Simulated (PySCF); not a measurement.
germanium monoxide (GeO), SMILES [O]=[Ge] (connectivity only; charge and spin as stated), neutral, multiplicity 1. Coordinates come from a B3LYP-D3(BJ)/def2-TZVPD optimisation.

The numbers are results of B3LYP-D3(BJ)/def2-TZVPD in PySCF 2.14.0, not measurements.

Harmonic wavenumbers (cm⁻¹): 1001. Rotational constants (GHz): 14.46 (linear); symmetry number 1.

Q: Work out the zero-point energy and the ideal-gas rigid-rotor harmonic-oscillator thermochemistry at 298.15 K and 1 atm.

A: ZPE = ½ Σ hcν = ½ × 1001 cm⁻¹ = 5.99 kJ/mol. H − E(el) = 14.76 kJ/mol. Entropy in J/(mol K): translation 164.67, rotation 58.73, vibration 0.39, total 223.79. G − E(el) = -51.96 kJ/mol. Cp = 30.67 J/(mol K).
